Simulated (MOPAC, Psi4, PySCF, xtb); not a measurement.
Two geometries of C5H8AlNO, singlet, relaxed at B3LYP-D3(BJ)/def2-SVP with one dihedral held; other torsions can differ between them too.

Structure A

```
16

Al    -2.0667     0.8422    -0.1963
H     -2.8613    -0.3211    -0.9637
H     -1.8169     2.2304    -0.9609
O     -2.2469     0.9527     1.5355
H     -2.8748     1.5453     1.9569
C      2.3109    -1.1534     0.0229
C      1.2759    -1.8178    -0.6376
C      0.0248    -1.2085    -0.7025
N     -0.2062    -0.0041    -0.1578
C      0.7815     0.6356     0.4897
C      2.0589     0.0942     0.5994
H      3.3034    -1.6048     0.0925
H      1.4280    -2.7972    -1.0937
H     -0.8306    -1.6770    -1.1957
H      0.5191     1.5985     0.9337
H      2.8380     0.6425     1.1311
```

Structure B

```
16

Al     2.1918     1.0049    -0.1004
H      1.8578     2.3324     0.7398
H      3.1047    -0.1303     0.5662
O      2.3386     1.1509    -1.8312
H      2.8617     1.8321    -2.2611
C     -2.0963    -1.1909    -0.0961
C     -0.9900    -1.7738    -0.7192
C      0.2296    -1.1043    -0.6798
N      0.3673     0.0821    -0.0654
C     -0.6922     0.6511     0.5302
C     -1.9452     0.0426     0.5400
H     -3.0664    -1.6932    -0.1076
H     -1.0659    -2.7354    -1.2290
H      1.1292    -1.5114    -1.1477
H     -0.5076     1.6191     1.0026
H     -2.7839     0.5335     1.0360
```

**Question.** Which is lower in energy at the level Psi4 with wB97M-V/def2-TZVP // B3LYP-D3(BJ)/def2-SVP, and by how much?

**Answer.** A is lower, by 0.36 kcal/mol (dihedral C8–N9–Al1–O4: 120° in A, 60° in B).

E(B) − E(A) in kcal/mol at the other levels, on the same two geometries: B3LYP/def2-TZVP // B3LYP-D3(BJ)/def2-SVP (Psi4) 0.26; B3LYP-D3(BJ)/def2-TZVP // B3LYP-D3(BJ)/def2-SVP (Psi4) 0.30; PBE/def2-TZVP // B3LYP-D3(BJ)/def2-SVP (Psi4) 0.30; PBE-D3(BJ)/def2-TZVP // B3LYP-D3(BJ)/def2-SVP (Psi4) 0.33; AM1, restricted, heats of formation // B3LYP-D3(BJ)/def2-SVP (MOPAC) -0.33; PM6, restricted, heats of formation // B3LYP-D3(BJ)/def2-SVP (MOPAC) -0.13; GFN1-xTB // B3LYP-D3(BJ)/def2-SVP (xtb) -0.22; restricted B3LYP/6-31G*, spherical d, density fitting // B3LYP-D3(BJ)/def2-SVP (PySCF) 0.15; restricted B3LYP/3-21G, density fitting // B3LYP-D3(BJ)/def2-SVP (PySCF) -0.37; restricted LDA (SVWN5)/6-31G*, spherical d, density fitting // B3LYP-D3(BJ)/def2-SVP (PySCF) 0.29; restricted Hartree-Fock/3-21G, density fitting // B3LYP-D3(BJ)/def2-SVP (PySCF) -0.40.
